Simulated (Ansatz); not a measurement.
Stepwise reaction of `[OH][Ta]([OH])([F])([F])[F]` with water, as a gas-phase model of exchange steps in deposition or etching. ΔE in kJ/mol.

Program: Ansatz. Geometries: PBE0-D4/def2-TZVP. ΔE: electronic, gas phase. CCSD(T)/CBS adds triple-zeta CCSD(T) − MP2 to the extrapolated MP2 energy (def2 sets, frozen cores). This one scheme is used for every species. Functionals use def2-TZVPP. B3LYP here is the variant with VWN-RPA as its local correlation; programs differ in this. Elements past krypton have def2 core potentials. For Ta outer-core shells are correlated without core-valence functions, which leaves a few kJ/mol of doubt a bond. One conformer a species, not always the lowest.

```
step                                                                      reaction  PBE-D4  B3LYP-D4  ωB97M-V  CCSD(T)/CBS
   1    `[OH][Ta]([OH])([F])([F])[F]` + H₂O → `[OH][Ta]([OH])([OH])([F])[F]` + H–F    34.4      33.8     33.2         26.5
   2  `[OH][Ta]([OH])([OH])([F])[F]` + H₂O → `[OH][Ta]([OH])([OH])([OH])[F]` + H–F    49.6      49.4     49.2         44.1
```

Problem. Give the row of step 3, `[OH][Ta]([OH])([OH])([OH])[F]` + H₂O → `[OH][Ta]([OH])([OH])([OH])[OH]` + H–F. (Estimate.)

Solution. Ansatz gave: 
```tsv
step	reaction	PBE-D4	B3LYP-D4	ωB97M-V	CCSD(T)/CBS
3	`[OH][Ta]([OH])([OH])([OH])[F]` + H₂O → `[OH][Ta]([OH])([OH])([OH])[OH]` + H–F	57.6	59.0	59.9	52.8
```

Problem. By hand: ΔE of the 3 steps together at CCSD(T)/CBS.

Solution. (26.5) + (44.1) + (52.8) = 123.4 kJ/mol, or 41.1 kJ/mol a step.

In ΔE each step is higher than the one before. All are uphill at CCSD(T)/CBS. PBE-D4 differs from CCSD(T)/CBS by 4.8 to 7.9 kJ/mol a step. Isolated molecules leave out the surface, adducts and barriers. Largest T1 diagnostic: 0.018.
